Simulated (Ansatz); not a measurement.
## Two structures, one formula

The two ends of one reaction step of TiH2Cl4, singlet (PBE0-D4/def2-TZVP).

A:

```
7
angstrom
Ti -0.1899 1.0198 -0.1779
Cl -0.2538 -2.6902 0.3415
Cl -0.9186 0.2427 -2.0609
Cl -1.4512 0.7589 1.5603
Cl 0.6158 3.0170 -0.3440
H 0.9993 -2.5130 0.5318
H 1.1983 0.1648 0.1493
```

B:

| atom | x (Å) | y (Å) | z (Å) |
| --- | --- | --- | --- |
| Ti1 | -1.1770 | 0.3810 | -0.1540 |
| Cl2 | -0.6148 | -1.6521 | 0.3147 |
| Cl3 | -1.9602 | 0.4672 | -2.1670 |
| Cl4 | -2.6884 | 1.0519 | 1.2383 |
| Cl5 | 0.5626 | 1.6579 | -0.0017 |
| H6 | 3.1906 | -1.2275 | 0.4076 |
| H7 | 2.6870 | -0.6785 | 0.3621 |

Ansatz 0.2.0; basis: def2-TZVPP; cores frozen in the correlated methods. B3LYP uses VWN-RPA correlation.

**Question.** Which structure is lower at CCSD(T), and by how much? (To be estimated.)

**Answer.** By the calculation: B, by 1.611 eV (electronic energy, against the other). By their contacts, A is a complex of TiHCl₃ ([Cl][TiH]([Cl])[Cl]) + HCl and B is a complex of TiCl₄ ([Cl][Ti]([Cl])([Cl])[Cl]) + H₂.

All methods give the same order:

```csv
method,E(B) − E(A) (eV)
SPW92,-1.700
PBE-D4,-1.735
BLYP-D4,-1.749
r2SCAN-D4,-1.784
B97M-V,-1.619
PBE0-D4,-1.615
B3LYP-D4,-1.646
r2SCAN0-D4,-1.650
BHLYP-D4,-1.517
CAM-B3LYP-D4,-1.531
wB97X-V,-1.508
wB97M-V,-1.496
B2PLYP,-1.756
PBE-QIDH,-1.701
RPA on PBE,-1.559
HF,-1.319
MP2,-1.844
CCSD,-1.417
CCSD(T),-1.611
```

No T1 diagnostic of these runs exceeds 0.025.

Labels in which every atom is bracketed show which atoms are joined, not bond orders.

For scale, one of the runs: CCSD(T)/def2-TZVPP, 260 basis functions, launched by `ansatz run in.yaml --threads 8 --pin off --events-out ev --progress --plain --max-ram 19148MiB`. The run took 3.6 min on 8 CPU threads of an Intel Xeon (shared host), with 5.8 GiB of host memory at its peak.
